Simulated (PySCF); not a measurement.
**`COC([SiH3])=C=C[SiH3]`, C4H10OSi2**

Molfile (atoms numbered from 1):
```
C4H10OSi2
     RDKit          3D

 17 16  0  0  0  0  0  0  0  0999 V2000
   -1.2564   -1.5125    0.3151 C   0  0  0  0  0  0  0  0  0  0  0  0
   -1.4068   -0.1442    0.0399 O   0  0  0  0  0  0  0  0  0  0  0  0
   -0.3479    0.4664   -0.5551 C   0  0  0  0  0  0  0  0  0  0  0  0
   -0.6043    2.3072   -0.8618 Si  0  0  0  0  0  4  0  0  0  0  0  0
    0.7804   -0.1159   -0.9201 C   0  0  0  0  0  0  0  0  0  0  0  0
    1.9550   -0.5999   -1.2533 C   0  0  0  0  0  0  0  0  0  0  0  0
    3.3986   -0.6137   -0.0559 Si  0  0  0  0  0  4  0  0  0  0  0  0
   -2.1851   -1.8504    0.7920 H   0  0  0  0  0  0  0  0  0  0  0  0
   -1.0854   -2.0897   -0.6111 H   0  0  0  0  0  0  0  0  0  0  0  0
   -0.4055   -1.6915    0.9963 H   0  0  0  0  0  0  0  0  0  0  0  0
    0.6366    2.8589   -1.4759 H   0  0  0  0  0  0  0  0  0  0  0  0
   -0.8893    2.9981    0.4314 H   0  0  0  0  0  0  0  0  0  0  0  0
   -1.7652    2.5157   -1.7785 H   0  0  0  0  0  0  0  0  0  0  0  0
    2.0961   -1.0089   -2.2657 H   0  0  0  0  0  0  0  0  0  0  0  0
    3.8841   -2.0128    0.1602 H   0  0  0  0  0  0  0  0  0  0  0  0
    4.5418    0.1814   -0.6029 H   0  0  0  0  0  0  0  0  0  0  0  0
    2.9582   -0.0315    1.2451 H   0  0  0  0  0  0  0  0  0  0  0  0
  1  2  1  0
  2  3  1  0
  3  4  1  0
  3  5  2  0
  5  6  2  0
  6  7  1  0
  1  8  1  0
  1  9  1  0
  1 10  1  0
  4 11  1  0
  4 12  1  0
  4 13  1  0
  6 14  1  0
  7 15  1  0
  7 16  1  0
  7 17  1  0
M  END
```

The calculation used TDDFT CAM-B3LYP/aug-cc-pVDZ excited states, vertical, gas phase in PySCF 2.14.0. Geometry: PBE0-D3(BJ)/def2-SVP.

Give the one- and two-photon strengths of the lowest singlets.

δ for parallel linear polarisation; σ at the peak of a Lorentzian of half width 0.1 eV, single beam; Ω is circular over linear.
| state | E (eV) | f | photon λ (nm) | δ (au) | σ (GM) | Ω | main |
| --- | --- | --- | --- | --- | --- | --- | --- |
| S1 | 4.23 | 0.001 | 587 | 0.14 | 0.00 | 1.50 | HOMO→LUMO+1 0.63, HOMO→LUMO 0.29 |
| S2 | 5.69 | 0.009 | 436 | 38.1 | 0.45 | 0.83 | HOMO→LUMO 0.58, HOMO→LUMO+1 0.20 |
| S3 | 6.13 | 0.177 | 404 | 106 | 1.46 | 0.86 | HOMO→LUMO+2 0.27, HOMO→LUMO+5 0.23 |
| S4 | 6.40 | 0.031 | 387 | 122 | 1.84 | 0.98 | HOMO→LUMO+3 0.43, HOMO→LUMO+4 0.26 |
| S5 | 6.44 | 0.026 | 385 | 80.1 | 1.22 | 1.03 | HOMO→LUMO+4 0.33, HOMO→LUMO+3 0.21 |
| S6 | 6.47 | 0.024 | 383 | 5.5 | 0.08 | 0.32 | HOMO−1→LUMO+5 0.18, HOMO−1→LUMO+10 0.17 |

Among these, the strongest one-photon state is S3, the strongest two-photon state S4, with a dipole change of 4.5 D (relaxed, norm of the difference vector).
